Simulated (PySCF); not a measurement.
## Bonds of Ga to H, F, Cl, Br, N

CCSD(T) extrapolated to the basis-set limit (PySCF; Br2 CCSD(T)/CBS(TQ), Cl2 CCSD(T)/CBS(TQ)+CV+SR, F2 CCSD(T)/CBS(TQ)+CV+SR, GaBr CCSD(T)/CBS(DT), GaCl CCSD(T)/CBS(DT)+CV, GaF CCSD(T)/CBS(DT)+CV, GaH CCSD(T)/CBS(DT), GaN CCSD(T)/CBS(DT)+CV, H2 CCSD(T)/CBS(TQ)+SR, N2 CCSD(T)/CBS(TQ)+CV+SR; CV core-valence, SR scalar-relativistic term); no spin–orbit coupling. D0 is De less the harmonic zero-point energy.

```
 X            state of GaX  D0(GaX) (eV)  D0(X₂) (eV)
 H  singlet (closed shell)          2.90         4.48
 F  singlet (closed shell)          6.09         1.62
Cl  singlet (closed shell)          4.82         2.54
Br  singlet (closed shell)          4.30         2.21
 N          triplet (π ↑↑)          2.08         9.74
```

Task: Give the energy of Ga + X₂ → GaX + X at 0 K for each X.

Result: H: 4.48 − 2.90 = +1.58 eV; F: 1.62 − 6.09 = -4.47 eV; Cl: 2.54 − 4.82 = -2.28 eV; Br: 2.21 − 4.30 = -2.09 eV; N: 9.74 − 2.08 = +7.66 eV (composite CCSD(T); negative means exothermic).

Task: Does an atom of Br displace N from GaN?

Result: GaN + Br → GaBr + N has ΔE = 2.08 − 4.30 = -2.22 eV at composite CCSD(T), so it is downhill.

Gas-phase diatomics only hint at surface chemistry, where an atom holds several bonds.

Correlated steps freeze the inner cores (0 to 18 orbitals); shallow outer-core shells are correlated. Where the molecule has an RHF reference, its open-shell atoms are computed with UHF. States were picked by a PBE0 search and need not be the measured ground states.
